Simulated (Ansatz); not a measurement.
C7H10N2 (`CN(N)c1ccccc1`): the same geometry under several functionals.

```yaml
crystal:
  periodic: [false, false, false]
  atoms:
    - {symbol: C, position_ang: [1.741050, -0.033131, -1.782633]}
    - {symbol: N, position_ang: [1.146771, -0.693055, -0.648680]}
    - {symbol: N, position_ang: [2.045108, -1.440705, 0.109286]}
    - {symbol: C, position_ang: [0.026474, -0.153970, -0.042526]}
    - {symbol: C, position_ang: [-0.698791, 0.880566, -0.652316]}
    - {symbol: C, position_ang: [-1.837142, 1.391232, -0.054348]}
    - {symbol: C, position_ang: [-2.288311, 0.904477, 1.163245]}
    - {symbol: C, position_ang: [-1.572005, -0.111634, 1.775888]}
    - {symbol: C, position_ang: [-0.432278, -0.635942, 1.191022]}
    - {symbol: H, position_ang: [2.076108, 0.989765, -1.555309]}
    - {symbol: H, position_ang: [1.035402, 0.014315, -2.615514]}
    - {symbol: H, position_ang: [2.600172, -0.623553, -2.090621]}
    - {symbol: H, position_ang: [2.233986, -0.984305, 0.999273]}
    - {symbol: H, position_ang: [1.653239, -2.355010, 0.301742]}
    - {symbol: H, position_ang: [-0.371796, 1.291471, -1.597536]}
    - {symbol: H, position_ang: [-2.375354, 2.191123, -0.551059]}
    - {symbol: H, position_ang: [-3.178688, 1.311260, 1.626420]}
    - {symbol: H, position_ang: [-1.901872, -0.509133, 2.729500]}
    - {symbol: H, position_ang: [0.097914, -1.433761, 1.694165]}
basis:
  gaussian: {orbitals: def2-TZVPP}
hamiltonian: {xc: {name: r2SCANh}, dispersion: d4}
output: {orbitals: {seedname: orbitals}}
```

```sh
$ ansatz run in.yaml --threads 2 --pin off --events-out ev --progress --plain --max-ram 22528MiB --backend cuda --devices 0, --max-vram 18GiB
```

Output, abridged:

```
Functional definition: r2SCANh
2160 factors; their error is unknown
mean field evaluation 1: about -10382.9499 eV, gradient 8.1e1 eV
mean field evaluation 2: about -10376.0962 eV, gradient 9.6e1 eV
mean field evaluation 4: about -10398.3236 eV, gradient 4.5e0 eV
mean field evaluation 8: about -10398.3821 eV, gradient 3.1e-1 eV
mean field evaluation 16: about -10398.3469 eV, gradient 2.7e-3 eV
mean field -10398.34692820 eV, -382.1322013585 hartree, gradient 2.7e-5 eV, S^2 0.000000; 0 other end points of the search recorded, 0 dependent functions left out
reference -10398.34694154 eV, -382.1322018488 hartree; 33, 33 occupied and 386, 386 virtual orbitals, 2160 factors
Total energy: -10398.49619831 eV, -382.1376869339 hartree
```

Run time 3.3 s (2 threads of an AMD EPYC 7R13 on a shared host and a share of an NVIDIA H100 80 GB); peak host memory 0.97 GiB.

The same input with `hamiltonian: {xc: {name: B97M-V}}` (abridged; 4.4 s):

```
Functional definition: B97M-V
mean field evaluation 16: about -10404.8331 eV, gradient 4.7e-3 eV
mean field -10404.83313192 eV, -382.3705649490 hartree, gradient 8.2e-5 eV, S^2 0.000000
Total energy: -10404.83320527 eV, -382.3705676443 hartree
```

With the line `hamiltonian: {xc: {name: BHLYP}, dispersion: d4}` (abridged; 2.5 s):

```
Functional definition: BHLYP
mean field evaluation 16: about -10398.4148 eV, gradient 3.2e-4 eV
mean field -10398.41479981 eV, -382.1346955944 hartree, gradient 3.3e-5 eV, S^2 0.000000
Total energy: -10399.00349493 eV, -382.1563297411 hartree
```

With the line `hamiltonian: {xc: {name: LC-wPBE}}` (abridged; 3.7 s):

```
Functional definition: LC-wPBE
mean field evaluation 16: about -10397.6633 eV, gradient 4.1e-4 eV
mean field -10397.66333692 eV, -382.1070798423 hartree, gradient 2.3e-5 eV, S^2 0.000000
Total energy: -10397.66333692 eV, -382.1070798426 hartree
```

Changing it to `hamiltonian: {xc: {name: wB97X-V}}` (abridged; 4 s):

```
Functional definition: wB97X-V
mean field evaluation 16: about -10401.8331 eV, gradient 2.6e-4 eV
mean field -10401.83306026 eV, -382.2603143489 hartree, gradient 4.1e-5 eV, S^2 0.000000
Total energy: -10401.83305783 eV, -382.2603142594 hartree
```

Changing it to `hamiltonian: {xc: {name: revPBE}, dispersion: d4}` (abridged; 2.5 s):

```
Functional definition: revPBE
mean field evaluation 16: about -10401.7906 eV, gradient 4.6e-2 eV
mean field -10401.79063258 eV, -382.2587551605 hartree, gradient 7.4e-5 eV, S^2 0.000000
Total energy: -10403.53543924 eV, -382.3228756225 hartree
```
